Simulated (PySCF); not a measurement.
# Static response to an electric field

Compound: [ICl4]- (charge -1).
Geometry (PBE0-D3(BJ)/def2-SVP, Å), atoms numbered from 1 in this order:
```
atom  x, y, z in Å
I1    -0.0013    0.0008   -0.0001
Cl2    2.5329   -0.0296    0.0039
Cl3    0.0329    2.5353    0.0084
Cl4   -2.5358    0.0268   -0.0034
Cl5   -0.0287   -2.5333   -0.0089
```

Level: wB97X-D/def2-SVPD (PySCF), static field, nuclei fixed, core orbitals frozen in the response. The polarisability tensor in these axes (au):

```
x   169.45   0.07   0.14
y     0.07 169.45   0.32
z     0.14   0.32  76.58
```

Problem. Diagonalise the tensor; give its mean and Δα, where Δα² is half the sum of the squared differences of the eigenvalues.

Solution. Principal values 76.58, 169.38 and 169.52 au; mean 138.49 au = 20.52 Å³ = 22.83 × 10⁻⁴⁰ C²·m²/J; Δα = 92.87 au (67 % of the mean).

Problem. Rayleigh depolarisation ratio (linearly polarised light, static tensor)?

Solution. ρ = 3Δα²/(45ᾱ² + 4Δα²) = 25872.6/(863116 + 34496.8) = 0.0288.

Problem. Form Σ f/ω² (atomic units) for the 10 lowest TDDFT singlets, given as eV and f, and set it beside the mean polarisability, which is this sum over all singlets: 3.29, 0.0000; 3.30, 0.0000; 4.14, 0.0022; 4.15, 0.0024; 4.44, 0.1259; 4.44, 0.1255; 4.47, 0.0002; 4.48, 0.0000; 4.69, 0.0000; 4.70, 0.0000.

Solution. They add up to 9.63 au, 7.0 % of the 138.49 au; the largest single term is 4.72 au, from the state at 4.44 eV. Terms in order: 0.00, 0.00, 0.09, 0.10, 4.72, 4.70, 0.01, 0.00, 0.00, 0.00 au. Higher excitations give the rest. The strengths listed sum to 0.256.

Isolated species at its PBE0-D3(BJ)/def2-SVP geometry, gas phase. Atoms past krypton carry effective core potentials; spin–orbit coupling is left out. The geometry's basis has no diffuse functions.
